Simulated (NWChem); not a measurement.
System: CH₃ClGeO₂; SMILES O=[CH][Ge@@H]([OH])[Cl]

```xyz
8

O      0.5016    -2.2762     0.6006
C      0.7471    -1.5184    -0.3009
Ge    -0.3941     0.1241    -0.4036
O     -1.5710    -0.1738     0.8706
Cl     0.9194     1.7691     0.1021
H      1.5967    -1.7091    -1.0063
H     -1.1219     0.4880    -1.6992
H     -1.2433    -0.8986     1.4247
```
Atoms are numbered in this order, from 1.

STO-3G and 3-21G are far too small for this property and stand as cheap habits. Structure relaxed at the PBE0/def2-SVP level.

### Question
Give the principal values of the shielding tensors (ppm) of O1, C2, Ge3, O4, Cl5 from Hartree-Fock/STO-3G, GIAO (NWChem), with their diamagnetic and paramagnetic parts as GIAO splits them.

### Answer
| atom | σ11 | σ22 | σ33 | isotropic | diamagnetic | paramagnetic |
|---|---|---|---|---|---|---|
| O1 | -1467.3 | -450.7 | 517.8 | -466.7 | 385.7 | -852.4 |
| C2 | -59.1 | 94.3 | 191.1 | 75.4 | 255.7 | -180.3 |
| Ge3 | 2203.5 | 2322.0 | 2413.3 | 2312.9 | 2733.9 | -421.0 |
| O4 | 344.8 | 487.6 | 563.1 | 465.2 | 375.9 | 89.3 |
| Cl5 | 1109.4 | 1299.8 | 1342.7 | 1250.6 | 1129.9 | 120.8 |
